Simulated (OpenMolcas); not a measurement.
# Pd2+ in CaF2: curves along the breathing mode

Pd2+ with its 8 nearest fluoride ions, on the Ca site of CaF2 (a = 5.46294 Å, distance in the model lattice 2.366 Å). The rest of the host is ab initio model potentials to 7.6 Å and point charges beyond; the distance is set by hand and nothing relaxes. Ligand basis ANO-RCC-VDZP.

* Program: OpenMolcas 26.06
* Method: SS-CASPT2, IPEA 0.25 Eh, imaginary shift 0.1 Eh (closed shells correlated: 4s 4p and the ligand valence shells)
* Basis: ANO-RCC-VDZP [6s5p3d1f]
* Scalar Hamiltonian: DKH2, point nucleus
* Active space: 8 electrons in 5 orbitals (4d)
* State averaging: 2S+1 = 3 even, 10 roots; 2S+1 = 1 even, 15 roots
* Spin-orbit coupling: state interaction with AMFI integrals over the reference wave functions

Spin-free energies (labels of O, the rotations of Oh) in cm-1 above the lowest fitted minimum, as all ligands move together:

| R (Å) | 1T2 | 1E | 3A2 | 3T1(2) | 1T2(2) | 1A1 | 1E(2) |
| --- | --- | --- | --- | --- | --- | --- | --- |
| 2.17 | 130 | 900 | 12320 | 10110 | 12180 | 11280 | 24490 |
| 2.221 | 790 | 1660 | 10570 | 9790 | 11730 | 11700 | 22890 |
| 2.272 | 4440 | 5370 | 12170 | 12590 | 14570 | 15070 | 24560 |
| 2.323 | 10650 | 11610 | 16670 | 18150 | 20070 | 20990 | 29150 |
| 2.374 | 19040 | 20050 | 23670 | 26000 | 28060 | 29150 | 36190 |
| 2.425 | 29340 | 30420 | 32860 | 36020 | 37850 | 39240 | 45450 |
| 2.476 | 41320 | 42460 | 43940 | 47620 | 49540 | 50990 | 56570 |

Cubic fits give the following; the wavenumber is harmonic, with the mass of all moving ligands, small differences in it between states hang on the degree of the fit, a number in brackets counts states of one label, and the table is a selection of at most 14 states with clean curves.

```csv
State,R0 (Å),Breathing mode (cm-1),Minimum (cm-1)
1T2,2.183,517,0
1E,2.182,515,810
3A2,2.221,528,10600
3T1(2),2.200,526,9530
1T2(2),2.201,530,11540
1A1,2.188,514,11080
1E(2),2.219,526,22910
1A1(2),2.214,531,38270
```

The minimum of 1E is shifted by -0.0015 Å against 1T2 (from the unrounded fits). With M = 152.0 u for the moving shell, the Huang-Rhys factor in this mode is S = M ω ΔR² / 2ħ = 0.01483 × 152.0 × 517 × 0.0015² = 0.00. Only the first shell moves, against a rigid host.

Roots that are degenerate in the reference are averaged as groups; the widest CASPT2 spread within a group is 570 cm-1 (the 3-fold group of multiplicity 1 near 22000 cm-1 above the lowest state of its run, R = 2.323). Shifts and gaps below about the spread of the groups concerned are not significant. Over all roots computed the reference weight is 0.68 to 0.69 in R = 2.17, 0.68 to 0.69 in R = 2.221, 0.68 to 0.69 in R = 2.272, 0.68 to 0.69 in R = 2.323, 0.68 to 0.69 in R = 2.374, 0.68 to 0.69 in R = 2.425, 0.68 to 0.69 in R = 2.476; a low but even weight reflects the number of correlated electrons. An orbital triplet at a regular site is open to Jahn-Teller coupling, which can distort the site and quench the lowest spin-orbit gaps and is left out. Real 4d8 and 5d8 ions are as a rule square planar and diamagnetic. Ligand-to-metal charge-transfer states are missing. With no ligand orbital active B as a rule stays too high, so bands that hang on it stand too high and its fall with covalency is understated. With one d shell and no ligand orbital active, 10Dq can be off by a tenth or more. Free-ion shares, where given, are those of the reference states; single-state CASPT2 does not remix them (holds for R = 2.221; R = 2.272; R = 2.323; R = 2.374; R = 2.425; R = 2.476). These CASPT2 states fit no ligand-field parameters well, so their order and spin gaps are uncertain (holds for R = 2.476). No measured value stands beside these numbers.
